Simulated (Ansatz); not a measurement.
```yaml
crystal:
  periodic: [false, false, false]
  atoms:
    - {symbol: Zn, position_ang: [0.732025, 0.690965, 0.668787]}
    - {symbol: Se, position_ang: [0.281389, 1.223638, -1.572174]}
    - {symbol: Zn, position_ang: [-0.732145, -0.690876, -0.668742]}
    - {symbol: Se, position_ang: [-0.281269, -1.223717, 1.572129]}
basis:
  gaussian: {orbitals: def2-mTZVP}
total_charge: 1
magnetization: {spin_polarized: true, initial_magnetization: 1}
hamiltonian: {xc: {name: revPBE}}
scf: {lower_state_search: light}
```

```sh
$ ansatz run in.yaml --threads 4 --pin off --events-out ev --progress --plain --max-ram 3916MiB
```

Shortened log:

```
Functional definition: revPBE
1496 factors; their error is unknown
mean field evaluation 1: about -227505.7757 eV, gradient 5.8e1 eV
mean field evaluation 2: about -227443.7471 eV, gradient 1.5e2 eV
mean field evaluation 4: about -227515.3247 eV, gradient 1.1e1 eV
mean field evaluation 8: about -227516.0564 eV, gradient 1.1e-1 eV
mean field evaluation 16: about -227516.0564 eV, gradient 1.1e-4 eV
mean field evaluation 32: about -227515.2263 eV, gradient 6.3e-1 eV
mean field -227516.05644604 eV, -8361.0608584701 hartree, gradient 2.7e-5 eV, S^2 0.755887; 6 other end points of the search recorded, 0 dependent functions left out
reference -227516.05649583 eV, -8361.0608602996 hartree; 64, 63 occupied and 74, 75 virtual orbitals, 1496 factors
Total energy: -227516.05649583 eV, -8361.0608602996 hartree
```

Run time 16 s (4 threads of Arm Neoverse V1 on a shared host).
